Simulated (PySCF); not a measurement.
## Magnetisability: `C1=C[PH+]2C=CC1C=C2`, [C7H8P]+, charge +1

Cartesian coordinates in Å; atom numbers follow the order of the lines, from 1:
```xyz
16

C    -0.579   -0.436   -1.390
C    -0.517    0.892   -1.373
P     0.141    1.451    0.200
C    -0.927    0.556    1.331
C    -0.943   -0.734    1.012
C    -0.118   -1.209   -0.169
C     1.326   -0.828    0.098
C     1.627    0.450    0.303
H    -0.941   -1.003   -2.232
H    -0.810    1.558   -2.165
H     0.273    2.806    0.387
H    -1.461    1.025    2.139
H    -1.514   -1.472    1.551
H    -0.223   -2.282   -0.318
H     2.056   -1.621    0.110
H     2.603    0.855    0.504
```

Total charge +1.

Method used: GIAO PBE/pcSseg-1 magnetisability, rotational g tensor and spin-rotation constants, non-relativistic, gas phase (PySCF 2.14.0). Geometry: GFN2-xTB.

For an ion the centre-of-mass motion in the field is neglected.

Q: What are the magnetisability and the molar susceptibility?

A: Isotropic -1127 × 10⁻³⁰ J/T², or -67.9 × 10⁻⁶ cm³/mol; principal values -1340, -1339, -703 × 10⁻³⁰ J/T², anisotropy 637 × 10⁻³⁰ J/T² (root of half the summed squared differences of the principal values). The susceptibility is in cgs units.

Q: Split it along the inertial axes a, b, c into diamagnetic and paramagnetic parts about the centre of mass, with the quadrupole moment.

A: 
```tsv
axis	χ (10⁻⁶ cm³/mol)	diamagnetic (10⁻⁶ cm³/mol)	paramagnetic (10⁻⁶ cm³/mol)	summed x² of all electrons (Å²)	quadrupole Θ (D Å)
a	-42.3	-571.2	528.9	84.5	+11.61
b	-80.7	-644.2	563.5	67.3	-5.80
c	-80.7	-644.2	563.5	67.3	-5.80
```
Anisotropies 2χaa − χbb − χcc = +76.7 and 2χbb − χaa − χcc = -38.4 × 10⁻⁶ cm³/mol. Θ is traceless in Buckingham's convention.

Q: And the rotational g tensor?

A: 
| axis | rotational constant (GHz) | g | nuclear part | electronic part |
| --- | --- | --- | --- | --- |
| a | 2.5597 | -0.0461 | 0.5899 | -0.6360 |
| b | 2.1838 | +0.0106 | 0.5887 | -0.5781 |
| c | 2.1829 | +0.0106 | 0.5885 | -0.5779 |

Prolate top; isotopes 12C, 1H, 31P; no vibrational averaging.
